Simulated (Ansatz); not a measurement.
```xyz
8

N     0.7732    0.5316   -1.8369
C     0.4193   -0.1444   -0.8539
O    -0.2320   -1.2627   -0.5186
C     0.3443   -0.3565    0.5589
Zn   -0.9294    0.5601    1.6659
F    -2.0839    1.3812    2.6821
H     0.4851    0.0983   -2.7131
H     1.2235   -0.8076    1.0157
```

Total charge 0; spin multiplicity 1.

Task: List the PBE0/def2-TZVPP orbital energies in eV (the Gaussian-basis code of Ansatz). (Estimate.)

Result: Ansatz gave: Occupied: -9460.12, -1153.62, -1015.98, -1015.97, -1015.87, -672.46, -524.40, -391.31, -281.39, -280.57, -134.43, -90.27, -90.25, -90.09, -31.55, -31.07, -25.57, -19.87, -16.59, -15.85, -15.61, -15.54, -15.54, -15.49, -14.77, -13.99, -12.64, -11.32, -10.66, -10.45, -10.34, -9.39, -8.52, -8.24. Lowest empty: -1.13, -1.03, -0.49, 0.50, 1.42, 1.76, 2.27, 3.24.
